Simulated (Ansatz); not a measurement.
Program: Ansatz. Geometries: PBE0-D4/def2-TZVP. ΔE: electronic, gas phase. CBS: MP2 limit from def2 TZ/QZ plus the TZ coupled-cluster correction, frozen cores. This one scheme is used for every species. DFT in def2-TZVPP. For Zn outer-core shells are correlated without core-valence functions, which leaves a few kJ/mol of doubt a bond. Scalar relativity is left out up to krypton.

Consider the ligand exchange at a Zn–C bond: `CC1=CC(C)=[O+][Zn-]([CH3])[O]1` + HCl → `CC1=CC(C)=[O+][Zn-]([Cl])[O]1` + CH₄.

`CC1=CC(C)=[O+][Zn-]([CH3])[O]1`:

Z-matrix (Å, degrees):
```
C
C 1 1.499
H 1 1.093 2 109.0
H 1 1.089 2 112.7 3 -121.8
H 1 1.093 2 109.0 3 116.4
C 2 1.398 1 119.2 3 122.0
O 2 1.268 1 115.3 3 -58.1
C 6 1.398 2 125.1 1 -180.0
H 6 1.081 2 117.4 1 -0.0
Zn 7 1.957 2 125.5 1 -179.9
C 8 1.499 6 119.2 2 180.0
O 8 1.268 6 125.5 2 -0.0
C 10 1.946 7 133.6 2 179.9
H 11 1.093 8 109.0 6 -121.8
H 11 1.089 8 112.7 6 0.0
H 11 1.093 8 109.0 6 121.8
H 13 1.093 10 110.5 7 -84.9
H 13 1.092 10 111.0 7 34.7
H 13 1.092 10 111.0 7 155.4
```

HCl:

Z-matrix (Å, degrees):
```
Cl
H 1 1.279
```

`CC1=CC(C)=[O+][Zn-]([Cl])[O]1`:

```xyz
16

C     0.959    1.581   -1.854
C     0.059    0.849   -0.909
C     0.607   -0.085   -0.024
C    -0.104   -0.842    0.911
C     0.632   -1.803    1.789
O    -1.361   -0.796    1.100
Zn   -2.533    0.355    0.102
Cl   -4.630    0.648    0.186
O    -1.173    1.152   -0.997
H     0.855    2.655   -1.683
H     0.631    1.388   -2.878
H     2.003    1.293   -1.745
H     1.676   -0.235   -0.068
H     1.703   -1.814    1.594
H     0.453   -1.539    2.834
H     0.223   -2.806    1.641
```

CH₄:

Cartesian coordinates in Å:
```
C 0.000 0.000 0.000
H -0.845 -0.142 0.674
H -0.092 -0.681 -0.846
H 0.928 -0.206 0.533
H 0.009 1.028 -0.360
```

CCSD(T)/CBS gives -162.8 kJ/mol.

(1) Another level gave -159.9 kJ/mol. Which?
A. revPBE-D4/def2-TZVPP
B. BHLYP/def2-TZVPP
C. MP2/def2-TZVPP
D. r2SCAN-D4/def2-TZVPP

Largest T1 diagnostic among the species: 0.016.

Results:

(1) D. r2SCAN-D4 -159.9, revPBE-D4 -146.7, MP2/def2-TZVPP -153.7, BHLYP -172.6 kJ/mol.

Leaving LDA and LC-ωPBE aside and taking each functional with its dispersion term where it has one, the values, not all of them listed here, spread over 26.5 kJ/mol, from BHLYP-D4 to PBE-D4. LDA lies +6.6 kJ/mol from PBE without D4. In def2-TZVPP, CCSD(T) changes the Hartree–Fock value by +41.3 kJ/mol (the triples alone add +4.4 kJ/mol) and MP2 by +42.6 kJ/mol.

CCSD(T)/CBS has its own doubt, a few kJ/mol and more with outer-core shells, so smaller differences from it don't rank the levels.
